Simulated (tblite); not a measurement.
Isomers of C6H8N4. Calculated harmonic vibrations of the isolated species, GFN2-xTB (tblite), most abundant isotopes, no scaling. The method is semi-empirical: single wavenumbers can be off by several per cent or more. One conformer each.

Electronic energies: GFN2-xTB at the same geometries; isomer energies are rough at this level and their order can be wrong.

| SMILES | electronic energy, lowest = 0 (kcal/mol) |
| --- | --- |
| CCCn1cc(C#N)nn1 | 6.5 |
| CC(C)n1nncc1C#N | 3.2 |
| CCn1nnc(C)c1C#N | 0.0 |
| CCn1nnc(C#N)c1C | 0.9 |

Task: How do GFN2-xTB zero-point energies change the relative energies?

Result: 
```
         SMILES  ZPE (kcal/mol)  of it from modes above 1550 cm⁻¹  electronic (kcal/mol)  with ZPE, lowest = 0 (kcal/mol)  lowest mode (cm⁻¹)  rings
CCn1nnc(C)c1C#N            87.0                              38.0                    0.0                              0.0                  18      1
CCn1nnc(C#N)c1C            87.2                              40.2                    0.9                              1.0                  54      1
CC(C)n1nncc1C#N            87.4                              38.3                    3.2                              3.6                  18      1
CCCn1cc(C#N)nn1            87.7                              38.1                    6.5                              7.2                  24      1
```

The zero-point energies span 0.7 kcal/mol, from `CCn1nnc(C)c1C#N` to `CCCn1cc(C#N)nn1`. The order is unchanged.
